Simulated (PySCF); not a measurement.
Several orderings of computed values.

Species are written as SMILES; each is one conformer at its optimised geometry, gas phase, non-relativistic unless stated. Electronic properties by PySCF.

Dipoles, sizes and rotational constants follow the conformer. The torsions of the flexible species, by atom-mapped SMILES:
- `[CH3:1][N:2]([CH3:3])[C:4](=[PH:5])[N:6]([CH3:7])[CH3:8]`: C1–N2–C4–P5 19°, N2–C4–N6–C7 38°
- `[CH3:1][N:2]([CH3:3])[C:4](=[S:5])[C:6]([CH3:7])([CH3:8])[CH3:9]`: C1–N2–C4–S5 -164°, N2–C4–C6–C7 -83°
- `[CH3:1][CH:2]([CH3:3])[n:4]1[cH:5][p:6][c:7]([C:8]#[N:9])[n:10]1`: C1–C2–N4–C5 -120°
- `[CH3:1][n:2]1[cH:3][p:4][cH:5][c:6]1[C:7]([F:8])([F:9])[F:10]`: C5–C6–C7–F8 -121°
- `[CH3:1][CH2:2][c:3]1[cH:4][cH:5][c:6]([SiH3:7])[cH:8][p:9]1`: C1–C2–C3–C4 -85°

The conformers of `C=CC1=C(F)CP(C[SiH3])C1`, `CO[C@@H]1C[SiH2]O[Si@@H]1Cl` and `CCC[Si@](N)(P)N[SiH3]` aren't listed.

(1) Rank by HOMO energy, lowest first (PBE0/pcSseg-1 at GFN2-xTB geometries).
A. `N(C(N(C)C)=P)(C)C`
B. `C=CC1=C(F)CP(C[SiH3])C1`
C. `CN(C)C(=S)C(C)(C)C`
D. `C#CC1=C(C)C(=O)C1=O`

(2) Give the two extremes of that set in hartree.

(3) Rank by dipole moment, highest first (PBE0/pcSseg-1 at GFN2-xTB geometries).
A. `CC(C)n1cpc(C#N)n1`
B. `C(c1pcc([SiH3])cc1)C`
C. `C#Cc1c(C)c(=O)c1=O`
D. `CN(C)C(=S)C(C)(C)C`
E. `Cn1cpcc1C(F)(F)F`
F. `CN(C)C(=P)N(C)C`

(4) Give the two extremes of that set in atomic units.

(5) Rank by smallest rotational constant, highest first (GFN2-xTB).
A. `CN(C)C(=S)C(C)(C)C`
B. `CC(C)n1cpc(C#N)n1`
C. `CCc1ccc([SiH3])cp1`
D. `CN(C)C(=P)N(C)C`
E. `Cn1cpcc1C(F)(F)F`

(6) Rank by HOMO–LUMO gap, lowest first (PBE0/pcSseg-1 at GFN2-xTB geometries).
A. `CC(C)N1C=PC(C#N)=N1`
B. `c1pc(ccc1[SiH3])CC`
C. `c1(c(c(c1=O)C#C)C)=O`
D. `C=CC1=C(F)CP(C[SiH3])C1`
E. `CN(C)C(=S)C(C)(C)C`
F. `CCC[Si@](N[SiH3])(N)P`
G. `CO[C@@H]1C[SiH2]O[Si@@H]1Cl`
H. `CN(C)C(=P)N(C)C`

(7) Give the two extremes of that set in kcal/mol.

Answers

(1) D (-7.18 eV), B (-6.60 eV), C (-5.57 eV), A (-5.37 eV).

(2) `C#Cc1c(C)c(=O)c1=O`: -0.264 Eh; `CN(C)C(=P)N(C)C`: -0.197 Eh.

(3) A (7.12 D), C (5.55 D), D (4.55 D), F (3.57 D), E (2.97 D), B (1.49 D).

(4) `CCc1ccc([SiH3])cp1`: 0.59 au; `CC(C)n1cpc(C#N)n1`: 2.80 au.

(5) D (1.009 GHz), A (0.880 GHz), E (0.695 GHz), B (0.644 GHz), C (0.544 GHz).

(6) C (4.41 eV), E (5.03 eV), H (5.26 eV), B (5.52 eV), D (5.76 eV), A (6.08 eV), F (7.06 eV), G (7.45 eV).

(7) `C#Cc1c(C)c(=O)c1=O`: 102 kcal/mol; `CO[C@@H]1C[SiH2]O[Si@@H]1Cl`: 172 kcal/mol.
